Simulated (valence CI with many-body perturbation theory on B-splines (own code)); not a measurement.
Results of a calculation; reference values are marked as such.
## Ladder of approximations for Hg XLIX

Level of theory: valence CI with perturbative core correlation (CI+MBPT): four valence electrons over a frozen Dirac-Fock core [Ar] 3d10, a basis of 11 s, 11 p, 9 d, 7 f, 5 g, 2 h, 1 i functions for each j, with the one-electron correlation potential Σ1 (screened to all orders), the two-electron term Σ2, the three-electron term Σ3, Breit, model QED; selected single and double excitations, second order for the rest (own B-spline code, finite nucleus).

The last digits are not significant, and no measured levels were compared; by estimate large intervals hold to a few tenths of a per cent, small ones and those within an open d or f shell to about a per cent.

Each rung adds one term. CI alone is the Dirac-Coulomb CI over the frozen core; QED comes last and gives the full result, which names the levels. Energies are above (4s^2 4p1/2^2) J=0 on the same rung, in Ry.

Levels are named by their leading jj configuration (3d3/2^4 stands for four electrons in 3d with j = 3/2), which in mixed levels can hold well under half, so a name can repeat and another be missing. Letters in brackets count levels of one name in rising energy.

```
                     Level  CI alone    + Σ1    + Σ2    + Σ3  + Breit    Full
    (4s^2 4p1/2 4p3/2) J=1    10.440  10.464  10.483  10.484   10.363  10.373
    (4s^2 4p1/2 4p3/2) J=2    10.803  10.827  10.840  10.840   10.715  10.726
    (4s 4p1/2^2 4p3/2) J=2    18.700  18.714  18.738  18.740   18.715  18.600
    (4s 4p1/2^2 4p3/2) J=1    19.950  19.964  19.943  19.944   19.917  19.806
        (4s^2 4p3/2^2) J=2    21.512  21.559  21.589  21.590   21.347  21.368
        (4s^2 4p3/2^2) J=0    22.278  22.326  22.345  22.344   22.107  22.127
    (4s^2 4p1/2 4d3/2) J=2    23.352  23.356  23.363  23.366   23.209  23.192
    (4s^2 4p1/2 4d3/2) J=1    24.960  24.965  24.891  24.890   24.742  24.722
    (4s^2 4p1/2 4d5/2) J=2    26.366  26.381  26.357  26.359   26.164  26.147
    (4s^2 4p1/2 4d5/2) J=3    26.465  26.479  26.460  26.462   26.256  26.244
(4s 4p1/2 4p3/2^2) J=2 [a]    28.967  29.003  29.035  29.038   28.892  28.794
    (4s 4p1/2 4p3/2^2) J=3    29.654  29.691  29.717  29.720   29.565  29.465
    (4s 4p1/2 4p3/2^2) J=0    30.080  30.117  30.147  30.149   30.008  29.906
(4s 4p1/2 4p3/2^2) J=1 [a]    30.712  30.749  30.747  30.748   30.601  30.499
(4s 4p1/2 4p3/2^2) J=2 [b]    30.897  30.934  30.915  30.917   30.763  30.665
(4s 4p1/2 4p3/2^2) J=1 [b]    31.035  31.073  31.032  31.033   30.891  30.787
    (4s 4p1/2^2 4d3/2) J=1    31.706  31.700  31.706  31.710   31.659  31.517
    (4s 4p1/2^2 4d3/2) J=2    32.011  32.005  32.008  32.012   31.956  31.814
    (4s 4p1/2^2 4d5/2) J=3    34.583  34.586  34.565  34.569   34.463  34.328
```

How does the ionisation energy move along the ladder, and which term matters most?

CI alone 2749.6, + Σ1 2751.6, + Σ2 2751.9, + Σ3 2751.8, + Breit 2748.0, + QED 2747.9 eV. The largest step is Breit, -3.8 eV. NIST lists 2745 ± 4 eV (theoretical).
